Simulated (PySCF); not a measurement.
# Worked example: entropy of an ideal gas

CH5O, SMILES C[OH2+], charge +1.

Geometry: B3LYP-D3(BJ)/def2-TZVP. The isomer is the one that the SMILES or the coordinates give; other isomers of the formula were not compared.

B3LYP-D3(BJ)/def2-TZVP in PySCF 2.14.0 gives the harmonic wavenumbers 244, 682, 799, 929, 1166, 1280, 1467, 1476, 1481, 1673, 3094, 3215, 3220, 3626, 3702 cm⁻¹ and the rotational temperatures 5.0199, 1.0082, 0.9673 K. The molar mass is 33.05 g/mol, the symmetry number 1, the spin multiplicity 1.

### Question
Work out the entropy at 298.15 K and 1 atm in the rigid-rotor, harmonic-oscillator model.

### Answer

Translation (Sackur–Tetrode at 1 atm): S = R[1.5 ln M + 2.5 ln T − 1.16487] = 152.4 J/(mol K).
Rotation: q = (√π/σ) T^1.5/√(θA θB θC) = 4120, S = R[ln q + 3/2] = 81.7 J/(mol K).
Vibration: with u = 1.4388 ν/T, each mode gives R[u/(e^u − 1) − ln(1 − e^−u)]:
```json
[
 {"ν (cm⁻¹)": "244", "modes": "1", "u": "1.18", "S (J/(mol K))": "7.42"},
 {"ν (cm⁻¹)": "682", "modes": "1", "u": "3.29", "S (J/(mol K))": "1.37"},
 {"ν (cm⁻¹)": "799", "modes": "1", "u": "3.86", "S (J/(mol K))": "0.87"},
 {"ν (cm⁻¹)": "929", "modes": "1", "u": "4.48", "S (J/(mol K))": "0.52"},
 {"ν (cm⁻¹)": "1166", "modes": "1", "u": "5.63", "S (J/(mol K))": "0.20"},
 {"ν (cm⁻¹)": "1280", "modes": "1", "u": "6.18", "S (J/(mol K))": "0.12"},
 {"ν (cm⁻¹)": "1467", "modes": "1", "u": "7.08", "S (J/(mol K))": "0.06"},
 {"ν (cm⁻¹)": "1476", "modes": "1", "u": "7.12", "S (J/(mol K))": "0.05"},
 {"ν (cm⁻¹)": "1481", "modes": "1", "u": "7.15", "S (J/(mol K))": "0.05"},
 {"ν (cm⁻¹)": "1673", "modes": "1", "u": "8.07", "S (J/(mol K))": "0.02"}
]
```
The stiffer modes add less than 0.005 each. Sum 10.7 J/(mol K).
Spin: R ln 1 = 0.0 J/(mol K).
Total 244.8 J/(mol K); the program's own thermochemistry gives 244.8. Translation makes up 62 % and vibration 4 %. Anharmonicity, hindered rotation and orbital degeneracy are left out.
